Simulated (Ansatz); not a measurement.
Gas-phase electronic energies from Ansatz, PBE0-D4/def2-TZVP geometries. CBS: MP2 limit from def2 TZ/QZ plus the TZ coupled-cluster correction, frozen cores. Functionals use def2-TZVPP. B3LYP here is the variant with VWN-RPA as its local correlation; programs differ in this. Each species was taken in one conformer, which may not be the lowest.

Reaction (cleavage of the Si–B bond): `BC([SiH3])B[SiH3]` + `COB(N)O` → `COB(N)O[SiH3]` + `BC(B)[SiH3]`

| level | ΔE (kJ/mol) | difference from CCSD(T)/CBS |
| --- | --- | --- |
| PBE0-D4 | -87.3 | 16.7 |
| ωB97X-V | -103.0 | 1.0 |
| ωB97M-V | -104.6 | -0.6 |
| B2PLYP | -112.9 | -8.9 |
| PBE | -82.6 | 21.4 |
| r2SCAN | -99.0 | 5.0 |
| PBE0 | -90.5 | 13.5 |
| B3LYP | -112.3 | -8.3 |
| HF/def2-TZVPP | -140.1 | -36.1 |
| MP2/def2-TZVPP | -109.5 | -5.5 |
| CCSD/def2-TZVPP | -108.4 | -4.4 |
| MP2/def2-QZVPP | -110.5 | -6.5 |
| SCS-MP2/def2-QZVPP | -117.0 | -13.0 |
| HF/CBS(def2) | -142.7 | -38.7 |
| MP2/CBS(def2) | -110.0 | -6.0 |
| CCSD/CBS(def2) | -108.9 | -4.9 |
| CCSD(T)/CBS | -104.0 | 0 |

Largest T1 diagnostic among the species: 0.013.

In def2-TZVPP, CCSD(T) changes the Hartree–Fock value by +36.7 kJ/mol (the triples alone add +5.0 kJ/mol) and MP2 by +30.7 kJ/mol. From PBE to PBE0 (25 % exact exchange), in def2-TZVPP and without D4, ΔE moves by −7.8 kJ/mol. The D4 term adds +6.0 kJ/mol with B3LYP and +3.2 kJ/mol with PBE0; it sums over pairs of atoms, weighted by their polarisabilities, and B3LYP, whose exchange is more repulsive, gets the larger term.
